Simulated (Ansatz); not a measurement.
```yaml
crystal:
  periodic: [false, false, false]
  atoms:
    - {symbol: C, position_ang: [0.587759, 0.762696, 0.217224]}
    - {symbol: C, position_ang: [0.367233, -0.191639, 0.488002]}
    - {symbol: C, position_ang: [1.020909, -0.817411, 0.072634]}
    - {symbol: N, position_ang: [-0.505016, -0.367854, 0.159998]}
    - {symbol: Zr, position_ang: [-1.273459, 0.412132, -0.561758]}
    - {symbol: Cl, position_ang: [-1.555911, 1.527822, 0.286033]}
    - {symbol: Cl, position_ang: [-0.806104, 0.811070, -1.719019]}
    - {symbol: Cl, position_ang: [-2.409396, -0.453498, -0.642011]}
    - {symbol: H, position_ang: [0.194436, 1.287300, 0.569202]}
    - {symbol: H, position_ang: [0.600833, 0.870480, -0.505173]}
    - {symbol: H, position_ang: [1.193379, 0.758353, 0.516696]}
    - {symbol: H, position_ang: [0.317830, -0.256699, 1.253404]}
    - {symbol: H, position_ang: [1.730890, -0.741412, 0.343049]}
    - {symbol: H, position_ang: [0.677288, -1.424765, 0.245924]}
    - {symbol: H, position_ang: [1.041050, -0.888432, -0.689339]}
    - {symbol: H, position_ang: [-0.702594, -1.021593, 0.322445]}
basis:
  gaussian: {orbitals: def2-SVPD}
hamiltonian: {xc: {name: B3LYP5}}
output: {forces: true}
```

```sh
$ ansatz run in.yaml --threads 4 --pin off --events-out ev --progress --plain --max-ram 66560MiB --backend cpu
```

Shortened log:

```
Functional definition: B3LYP5
2468 factors; integrals over basis functions are off by at most 3.5e-4 eV
mean field evaluation 1: about -43291.5178 eV, gradient 2.1e2 eV
mean field evaluation 2: about -42329.1728 eV, gradient 6.3e2 eV
mean field evaluation 4: about -43365.1166 eV, gradient 3.1e1 eV
mean field evaluation 8: about -43367.0847 eV, gradient 7.0e-1 eV
mean field evaluation 16: about -43367.2865 eV, gradient 1.2e-2 eV
mean field -43367.28650860 eV, -1593.7183837885 hartree, gradient 2.4e-5 eV, S^2 0.000000; 0 other end points of the search recorded, 0 dependent functions left out
reference -43367.28679572 eV, -1593.7183943398 hartree; 48, 48 occupied and 211, 211 virtual orbitals, 2468 factors
Total energy: -43367.28679572 eV, -1593.7183943398 hartree
Atom 0 at     0.587759     0.762696     0.217224 Å, force    -5.311505    33.081210   -10.212610 eV/Å
Atom 1 at     0.367233    -0.191639     0.488002 Å, force    16.345873     6.881840    36.465004 eV/Å
Atom 2 at     1.020909    -0.817411     0.072634 Å, force    37.401883   -17.194868   -15.309001 eV/Å
Atom 3 at    -0.505016    -0.367854     0.159998 Å, force   -32.120458   -19.802105    -1.373138 eV/Å
Atom 4 at    -1.273459     0.412132    -0.561758 Å, force    -7.630500   -27.635617    52.871097 eV/Å
Atom 5 at    -1.555911     1.527822     0.286033 Å, force   -24.947863    78.818089    59.123519 eV/Å
Atom 6 at    -0.806104     0.811070    -1.719019 Å, force    57.136791    47.773690  -144.958351 eV/Å
Atom 7 at    -2.409396    -0.453498    -0.642011 Å, force   -80.295266   -58.829316    -7.388330 eV/Å
Atom 8 at     0.194436     1.287300     0.569202 Å, force   -15.728384    24.607030    15.461876 eV/Å
Atom 9 at     0.600833     0.870480    -0.505173 Å, force     3.256593     6.795300   -35.838432 eV/Å
Atom 10 at     1.193379     0.758353     0.516696 Å, force    49.349901     5.063955    21.358283 eV/Å
Atom 11 at     0.317830    -0.256699     1.253404 Å, force     0.103769    -2.329673    31.407465 eV/Å
Atom 12 at     1.730890    -0.741412     0.343049 Å, force    29.319280     1.622192    10.471324 eV/Å
Atom 13 at     0.677288    -1.424765     0.245924 Å, force   -14.609965   -38.071759     9.337422 eV/Å
Atom 14 at     1.041050    -0.888432    -0.689339 Å, force     1.512260    -1.547342   -30.587492 eV/Å
Atom 15 at    -0.702594    -1.021593     0.322445 Å, force   -13.782407   -39.232627     9.171365 eV/Å
Dipole moment:     0.757797    -0.351703     0.415491 e Å
```

In this input the geometry is squeezed to about two thirds of its size. The run converged. The result belongs to that input, not to the molecule as meant.
